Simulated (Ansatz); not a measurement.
## Ligand exchange: GeH3Cl + NaNH2 → GeH3(NH2) + NaCl

Species: GeH3Cl `[Cl][GeH3]`, singlet; NaNH2 `[NH2][Na]`, singlet; GeH3(NH2), singlet; NaCl, singlet. The partners trade Cl for NH2: Ge–Cl and Na–NH2 bonds give way to Ge–NH2 and Na–Cl.

Shapes, held fixed at every level: PBE0-D4/def2-TZVP. Programs: Ansatz 0.2.0. The zero-point and thermal change to 298 K, harmonic and unscaled (PBE0-D4/def2-TZVP), is +6.6 kJ/mol.

Estimate ΔH(298 K) of this reaction.

The highest level, CCSD(T)/def2-TZVPP, gives ΔH(298 K) = -144.4 kJ/mol; the levels span -168.4 to -139.2. The column of differences is taken from that level and isn't an error. No measured value is set beside it here. Relativity is left out for Ge unless named. Correlated rows may include outer-core shells of Ge, Na, which these sets cover unevenly.

```
               level                   kind  ΔH(298 K) (kJ/mol)  less CCSD(T)/def2-TZVPP
       HF/def2-TZVPP           Hartree–Fock              -168.4                    -24.0
r2SCAN-D4/def2-TZVPP               meta-GGA              -144.1                     +0.3
 B3LYP-D4/def2-TZVPP          global hybrid              -139.2                     +5.2
  PBE0-D4/def2-TZVPP          global hybrid              -143.4                     +1.0
   B2PLYP/def2-TZVPP          double hybrid              -141.3                     +3.1
       CCSD/def2-SVP  coupled cluster or CI              -157.1                    -12.7
     CCSD/def2-TZVPP  coupled cluster or CI              -147.9                     -3.5
  CCSD(T)/def2-TZVPP  coupled cluster or CI              -144.4                      0.0
```
